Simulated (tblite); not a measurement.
Compound: C₃HF₂N₂O₂ (doublet state).
Numbering: `[F:1][C:2]([F:3])[O:4][c:5]1[n:6][cH:7][n:8][o:9]1` (hydrogens: H10 on C7)

Structure optimised with GFN2-xTB, isolated species. This method treats the open shell by occupation alone, without spin polarisation.

**Question.** What internal coordinates does the optimisation give?

**Answer.** 
| bond | length (Å) |
| --- | --- |
| F1–C2, C2–F3 | 1.328 |
| C2–O4 | 1.345 |
| O4–C5 | 1.318 |
| C5–N6 | 1.301 |
| N6–C7 | 1.355 |
| C7–N8 | 1.297 |
| N8–O9 | 1.360 |
| C5–O9 | 1.342 |
| C7–H10 | 1.069 |

Bonds in one row agree within 0.01 Å and their mean is given. A selection of angles:
| angle | degrees |
| --- | --- |
| F1–C2–F3 | 110.8 |
| F1–C2–O4 | 118.5 |
| F3–C2–O4 | 111.4 |
| C2–O4–C5 | 122.6 |
| O4–C5–N6 | 130.1 |
| O4–C5–O9 | 116.7 |
| N6–C5–O9 | 113.2 |
| C5–N6–C7 | 102.0 |
| N6–C7–N8 | 113.8 |
| C7–N8–O9 | 105.4 |
| C5–O9–N8 | 105.5 |

Torsions: F1–C2–O4–C5 33° (synclinal); C2–O4–C5–N6 -8° (synperiplanar). The mirror-image conformer, all signs reversed, is as good.

Of the pairs four or more bonds apart, F1···N6 is among the closest relative to their van der Waals radii: 2.73 Å, 90 % of the sum of Bondi's values. The 5-membered ring C5–N6–C7–N8–O9 has internal angles of 102.0° to 113.8° (sum 540°, against 540° for a flat polygon); it is planar, 0.00 Å rms from its mean plane, widest ring torsion 0°. C7 (carbon bonded to 2 N and H) is planar (angles 123.4°, 122.9° and 113.8°, sum 360.0°, 0.00 Å off the plane of its three neighbours). C5 (carbon bonded to N and 2 O) is planar (angles 130.1°, 116.7° and 113.2°, sum 360.0°, 0.00 Å off the plane of its three neighbours). C2 (carbon bonded to 2 F and O) is pyramidal (angles 118.5°, 111.4° and 110.8°, sum 340.6°, 0.34 Å off the plane of its three neighbours). N8 (nitrogen bonded to C and O) is bent (angle 105.4°). The 3 C–O bonds span 1.318 Å (O4–C5, drawn single) to 1.345 Å (C2–O4, drawn single), a spread of 0.027 Å.

Point group: C1 (no symmetry element, even within 0.4 Å). Its GFN2-xTB frequencies are all real (lowest 38 cm⁻¹). 3 starts were optimised and ended at 0.00, 0.00 and 5.73 kcal/mol (GFN2-xTB); the lowest of these is shown.

These are computed values.
